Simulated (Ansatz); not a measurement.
Relaxation of CH₁₂Si₄ (17 atoms, charge 0, multiplicity 1), to a largest force component of 0.015 eV/Å in at most 40 steps.

Level of theory: RKS PBE0-D4/STO-3G (Ansatz 0.2.0).

```xyz
17
Properties=species:S:1:pos:R:3
Si -1.699 0.044 -1.942
C -1.185 -0.692 -0.376
Si 0.561 -0.246 -0.109
Si 0.942 1.945 0.588
Si 1.385 -1.470 1.688
H -3.165 -0.260 -2.201
H -1.642 1.571 -1.863
H -0.905 -0.364 -3.115
H -1.292 -1.759 -0.404
H -1.804 -0.357 0.485
H 1.416 -0.554 -1.274
H 2.304 2.198 0.971
H -0.046 2.223 1.756
H 0.450 2.874 -0.483
H 1.297 -2.938 1.377
H 0.574 -1.220 2.933
H 2.777 -1.142 1.914
```

Question: Where does it end, and by what steps?

Answer: The run converged. The force dipped under the threshold on the way, but the program's further checks kept it going. Limits of this set-up: minimal basis. After 11 steps the energy has fallen by 0.929 eV; H14 moved furthest, 0.27 Å.

| step | energy less start (eV) | largest force component (eV/Å) | accepted |
| --- | --- | --- | --- |
| 0 | 0.0000 | 3.293 | yes |
| 1 | -0.7567 | 1.245 | yes |
| 2 | -0.9135 | 0.204 | yes |
| 3 | -0.9212 | 0.201 | yes |
| 4 | -0.9274 | 0.018 | yes |
| 5 | -0.9281 | 0.009 | yes |
| 6 | -0.9283 | 0.012 | yes |
| 7 | -0.9285 | 0.014 | yes |
| 8 | -0.9286 | 0.034 | yes |
| 9 | -0.9287 | 0.042 | yes |
| 10 | -0.9289 | 0.026 | yes |
| 11 | -0.9291 | 0.004 | yes |

```xyz
17
Properties=species:S:1:pos:R:3
Si -1.799 0.146 -1.924
C -1.124 -0.686 -0.392
Si 0.655 -0.245 0.033
Si 0.860 1.942 0.507
Si 1.392 -1.533 1.721
H -3.148 -0.293 -2.193
H -1.810 1.579 -1.751
H -0.977 -0.169 -3.068
H -1.195 -1.770 -0.525
H -1.771 -0.442 0.457
H 1.462 -0.530 -1.134
H 2.185 2.239 0.996
H -0.079 2.344 1.527
H 0.627 2.768 -0.654
H 1.269 -2.936 1.403
H 0.642 -1.292 2.930
H 2.781 -1.269 2.012
```

The run took 48 s on 1 CPU thread of a shared host.
